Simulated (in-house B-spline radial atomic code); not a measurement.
Atomic self-consistent-field run: Sm²⁺ (with a hole in an inner shell). Level of theory: Dirac-Kohn-Sham PBE, spherical fractional occupations, Fermi nucleus of rms radius 5.0819 fm; calculated with a radial B-spline atomic code at the basis-set limit.

Command:
```bash
python run_scf.py task.json out
```
Settings (nuclear radius in fm, mass in u):
```
Z                62
configuration    1s2 2s2 2p6 3s2 3p6 3d10 4s2 4p6 4d10 4f6 5s1 5p6 6s1
hamiltonian      dirac
method           pbe,pbe
spin_polarised   False
nucleus          fermi
rms_radius       5.0819
atomic_mass      151.91974
speed_of_light   137.035999084
```

Output (hartree, bohr):
```
 radial grid: 81 intervals, B-splines of order 8, outer radius 60 bohr

 iter        energy (Eh)    residual
    1      -10402.863741    6.44e-01
    2      -10409.678626    9.29e-01
    3      -10430.782026    1.62e-01
    4      -10431.461705    5.80e-02
    5      -10431.540608    3.27e-02
    6      -10431.556383    6.61e-03
    7      -10431.558821    2.73e-03
    8      -10431.559007    8.77e-05
    9      -10431.559008    5.35e-06
   10      -10431.559008    1.33e-07

 total energy                    -10431.55901
 kinetic                           11309.1327
 electron-nucleus                 -25517.1971
 Hartree                            4012.2548
 exchange-correlation               -235.7494

 first-order corrections (not in the total)
   Gaunt                            10.3972
   retardation                      -1.0916
   frequency dependence             -0.1317
   self-energy                       7.2330
   Uehling                          -1.1329
   Wichmann-Kroll                    0.0339
   recoil                            0.0244

 orbital      occ     eigenvalue          <r>       <r^2>       <1/r>       r_max    small
 1s1/2      2.000     -1714.2220    0.0227431 0.000704896     68.8111     0.01449  5.31e-02
 2s1/2      2.000      -280.5974    0.0964928   0.0110494     16.3538     0.08231  1.17e-02
 2p1/2      2.000      -266.0209    0.0807283  0.00804811     16.3344     0.06237  1.17e-02
 2p3/2      4.000      -243.8659    0.0873536  0.00929051     14.5589       0.068  1.09e-02
 3s1/2      2.000       -62.0266      0.25453   0.0741605     5.94494      0.2339  3.66e-03
 3p1/2      2.000       -55.7505     0.244172   0.0693277      5.8597      0.2209  3.60e-03
 3p3/2      4.000       -51.2638     0.256906   0.0765313     5.41262      0.2329  3.38e-03
 3d3/2      4.000       -40.3758     0.228583     0.06156     5.28654      0.1857  3.26e-03
 3d5/2      6.000       -39.4013     0.232558   0.0635816     5.17445      0.1891  3.19e-03
 4s1/2      2.000       -12.8959     0.579331    0.378983     2.47511      0.5399  1.15e-03
 4p1/2      2.000       -10.4894     0.593486    0.400929     2.36896      0.5458  1.08e-03
 4p3/2      4.000        -9.5061     0.622417    0.440727     2.21846      0.5713  9.98e-04
 4d3/2      4.000        -5.5455     0.664992    0.513372     1.99812      0.5831  8.38e-04
 4d5/2      6.000        -5.3699     0.675305    0.529298     1.96077      0.5915  8.17e-04
 4f5/2      2.571        -0.8044     0.944592     1.17098     1.40199      0.6105  4.53e-04
 4f7/2      3.429        -0.7837      0.95712     1.20464     1.38595      0.6156  4.45e-04
 5s1/2      1.000        -2.2761      1.39099     2.17222    0.956479       1.255  2.48e-04
 5p1/2      2.000        -1.6161      1.55102     2.71964    0.848239       1.368  1.99e-04
 5p3/2      4.000        -1.4772      1.63509     3.02223    0.797326       1.439  1.80e-04
 6s1/2      1.000        -0.5787      3.42166     13.0609    0.372546       3.112  4.70e-05
```

Cost of the run: 1.9 s on 1 thread of x86-64 server CPU, with other jobs on the host.

For the Dirac Hamiltonian the kinetic term is c α·p + (β - 1)c².
